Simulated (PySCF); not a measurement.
Gas-phase reaction: 3 B(OH)₃ → B₃O₃H₃ + 3 H₂O₂

Computed with PySCF and rigid-rotor harmonic-oscillator thermochemistry at 1 bar. † marks an energy on the PBE0/def2-TZVP geometry and frequencies; other levels use their own. CCSD(T) freezes the core. All species are closed-shell singlets. CCSD(T) isn't extrapolated to the basis-set limit.

CCSD(T)/def2-SVP† gives ΔH°(298 K) = 1447 kJ.

Problem. What do CCSD(T)/def2-TZVPP†, ωB97X-V/def2-TZVP†, PBE0/def2-TZVP give?

Solution. CCSD(T)/def2-TZVPP†: 1435 kJ; ωB97X-V/def2-TZVP†: 1397 kJ; PBE0/def2-TZVP: 1418 kJ. For scale, ΔH°(298 K) is 1447 kJ at this level, 1422 kJ at ωB97M-V/def2-TZVP†, and runs from 1029 to 1516 kJ over the 20 levels computed.
